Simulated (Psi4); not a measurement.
Cl₂Pb, triplet, at a GFN2-xTB geometry (such geometries of metal compounds can be far from the true shape) (the spin is typed, not shown lowest) (core potentials on Pb), atoms displaced at random by about 0.03 Å a coordinate; PBE/def2-SVP, gradient run with Psi4 1.11.

Input for Psi4:
```
memory 2 GB

molecule mol {
0 3
  Pb    0.085618   -0.021592    0.725516
  Cl    0.775934    1.152374   -1.686615
  Cl   -0.960994   -0.831015   -1.679238
symmetry c1
no_reorient
no_com
}

set basis def2-svp
set reference uks

gradient('pbe')
print_variables()
```

What the program printed (banner, timings and long lists left out):

```
gradient() will perform analytic gradient computation.

   => Loading Basis Set <=

    Name: DEF2-SVP
    Role: ORBITAL
    Keyword: BASIS

    !!!  WARNING: ECP capability is in beta. Please check occupations closely.  !!!

         ---------------------------------------------------------
                                   SCF
               by Justin Turney, Rob Parrish, Andy Simmonett
                          and Daniel G. A. Smith
                              UKS Reference
         ---------------------------------------------------------

  ==> Geometry <==

    Molecular point group: c1
    Full point group: C1

    Geometry (in Angstrom), charge = 0, multiplicity = 3:

       Center              X                  Y                   Z               Mass
    ------------   -----------------  -----------------  -----------------  -----------------
         PB           0.085618000000    -0.021592000000     0.725516000000   207.976652500000
         CL           0.775934000000     1.152374000000    -1.686615000000    34.968852682000
         CL          -0.960994000000    -0.831015000000    -1.679238000000    34.968852682000

  Running in c1 symmetry.

  Rotational constants: A =      0.13805  B =      0.05420  C =      0.03892 [cm^-1]
  Rotational constants: A =   4138.77847  B =   1624.99417  C =   1166.86196 [MHz]
  Nuclear repulsion =  201.561586842271822

  Charge       = 0
  Multiplicity = 3
  Electrons    = 56
  Nalpha       = 29
  Nbeta        = 27

  ==> Algorithm <==

  SCF Algorithm Type is DF.
  DIIS enabled.
  MOM disabled.
  Fractional occupation disabled.
  Guess Type is SAD.
  Energy threshold   = 1.00e-08
  Density threshold  = 1.00e-08
  Integral threshold = 1.00e-12

  ==> Primary Basis <==

  Basis Set: DEF2-SVP
    Blend: DEF2-SVP
    Number of shells: 26
    Number of basis functions: 62
    Number of Cartesian functions: 66
    Spherical Harmonics?: true
    Max angular momentum: 2

  Core potential: DEF2-SVP
    Number of shells: 4
    Number of ECP primitives: 18
    Number of ECP core electrons: 60
    Max angular momentum: 3

  ==> DFT Potential <==

   => LibXC <=

    Version 7.1.2
    S. Lehtola, C. Steigemann, M. J. T. Oliveira, and M. A. L. Marques,  SoftwareX 7, 1–5 (2018) (10.1016/j.softx.2017.11.002)

   => Composite Functional: PBE <=

    PBE GGA Exchange-Correlation Functional

    J.P. Perdew et. al., Phys. Rev. Lett., 77(18), 3865-3868, 1996

    Deriv               =              1
    GGA                 =           TRUE
    Meta                =          FALSE

    Exchange Hybrid     =          FALSE
    MP2 Hybrid          =          FALSE

   => Exchange Functionals <=

    1.0000     XC_GGA_X_PBE

   => Correlation Functionals <=

    1.0000     XC_GGA_C_PBE

   => LibXC Density Thresholds  <==

    XC_GGA_C_PBE:  1.00E-12
    XC_GGA_X_PBE:  1.00E-15

   => Molecular Quadrature <=

    Radial Scheme          =       TREUTLER
    Pruning Scheme         =           NONE
    Nuclear Scheme         =       TREUTLER

    Blocking Scheme        =         OCTREE
    BS radius alpha        =              1
    Pruning alpha          =              1
    Radial Points          =             75
    Spherical Points       =            302
    Total Points           =          63224
    Total Blocks           =            559
    Max Points             =            255
    Max Functions          =             61
    Weights Tolerance      =       1.00E-15

   => Loading Basis Set <=

    Name: (DEF2-SVP AUX)
    Role: JKFIT
    Keyword: DF_BASIS_SCF

  ==> Integral Setup <==

  SCF_SUBTYPE=INCORE selected. In-core MEM_DF algorithm will be used.
  Using in-core AOs.

  ==> MemDFJK: Density-Fitted J/K Matrices <==

    J tasked:                   Yes
    K tasked:                    No
    wK tasked:                   No
    Algorithm:                 Core
    Schwarz Cutoff:           1E-12
    Mask sparsity (%):       2.9136
    Fitting Condition:        1E-10

[...]
  @DF-UKS Final Energy: -1112.64589071198998
    Total Energy =                      -1112.6458907119899777
[...]
 Magnitude           :                                                    1.3464005

 ------------------------------------------------------------------------------------

         ------------------------------------------------------------
                                   SCF GRAD
                          Rob Parrish, Justin Turney,
                       Andy Simmonett, and Alex Sokolov
         ------------------------------------------------------------

  ==> Geometry <==

    Molecular point group: c1
    Full point group: C1

    Geometry (in Angstrom), charge = 0, multiplicity = 3:

       Center              X                  Y                   Z               Mass
    ------------   -----------------  -----------------  -----------------  -----------------
         PB           0.085618000000    -0.021592000000     0.725516000000   207.976652500000
         CL           0.775934000000     1.152374000000    -1.686615000000    34.968852682000
         CL          -0.960994000000    -0.831015000000    -1.679238000000    34.968852682000

  Nuclear repulsion =  201.561586842271822

  ==> Basis Set <==

  Basis Set: DEF2-SVP
    Blend: DEF2-SVP
    Number of shells: 26
    Number of basis functions: 62
    Number of Cartesian functions: 66
    Spherical Harmonics?: true
    Max angular momentum: 2

  Core potential: DEF2-SVP
    Number of shells: 4
    Number of ECP primitives: 18
    Number of ECP core electrons: 60
    Max angular momentum: 3

  ==> DFJKGrad: Density-Fitted SCF Gradients <==

    Gradient:                    1
    J tasked:                  Yes
    K tasked:                   No
    wK tasked:                  No
    Integrals threads:           1
    Schwarz Cutoff:          1E-12
    Fitting Condition:       1E-10

   => Auxiliary Basis Set <=

  Basis Set: (DEF2-SVP AUX)
    Blend: DEF2-UNIVERSAL-JKFIT
    Number of shells: 129
    Number of basis functions: 507
    Number of Cartesian functions: 671
    Spherical Harmonics?: true
    Max angular momentum: 6

  ==> DFT Potential <==

   => LibXC <=

    Version 7.1.2
    S. Lehtola, C. Steigemann, M. J. T. Oliveira, and M. A. L. Marques,  SoftwareX 7, 1–5 (2018) (10.1016/j.softx.2017.11.002)

   => Composite Functional: PBE <=

    PBE GGA Exchange-Correlation Functional

    J.P. Perdew et. al., Phys. Rev. Lett., 77(18), 3865-3868, 1996

    Deriv               =              1
    GGA                 =           TRUE
    Meta                =          FALSE

    Exchange Hybrid     =          FALSE
    MP2 Hybrid          =          FALSE

   => Exchange Functionals <=

    1.0000     XC_GGA_X_PBE

   => Correlation Functionals <=

    1.0000     XC_GGA_C_PBE

   => LibXC Density Thresholds  <==

    XC_GGA_C_PBE:  1.00E-12
    XC_GGA_X_PBE:  1.00E-15

   => Molecular Quadrature <=

    Radial Scheme          =       TREUTLER
    Pruning Scheme         =           NONE
    Nuclear Scheme         =       TREUTLER

    Blocking Scheme        =         OCTREE
    BS radius alpha        =              1
    Pruning alpha          =              1
    Radial Points          =             75
    Spherical Points       =            302
    Total Points           =          63224
    Total Blocks           =            559
    Max Points             =            255
    Max Functions          =             61
    Weights Tolerance      =       1.00E-15

  -Total Gradient:
     Atom            X                  Y                   Z
    ------   -----------------  -----------------  -----------------
       1        0.000098077907    -0.001208953807     0.008250674634
       2       -0.002210534988    -0.001769738046    -0.004703225586
       3        0.002158828748     0.003014231484    -0.003438885227

  Variable Map:
  ----------------------------------------------------------------------------
[...]
  Array Variable Map:
  ----------------------------------------------------------------------------
[...]
[...]
```
